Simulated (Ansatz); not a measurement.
Consider the substitution at a C–C bond: `CCCBr` + HBr → `BrCCBr` + CH₄.

Program: Ansatz. Geometries: PBE0-D4/def2-TZVP. ΔE: electronic, gas phase. CBS: MP2 limit from def2 TZ/QZ plus the TZ coupled-cluster correction, frozen cores. This one scheme is used for every species. For Br outer-core shells are correlated without core-valence functions, which leaves a few kJ/mol of doubt a bond. Scalar relativity is left out up to krypton. One conformer a species, not always the lowest.

| species | CCSD(T)/CBS(def2) energy (Eh) |
| --- | --- |
| `CCCBr` | -2691.69966 |
| HBr | -2573.91920 |
| `BrCCBr` | -5225.15531 |
| CH₄ | -40.46206 |

Problem. Work out ΔE.

Solution. ΔE = (-5225.15531) + (-40.46206) − (-2691.69966) − (-2573.91920) = 0.00149 Eh = +3.9 kJ/mol.

Largest T1 diagnostic among the species: 0.008.

From PBE to PBE0 (25 % exact exchange), in def2-TZVPP and without D4, ΔE moves by +4.3 kJ/mol.
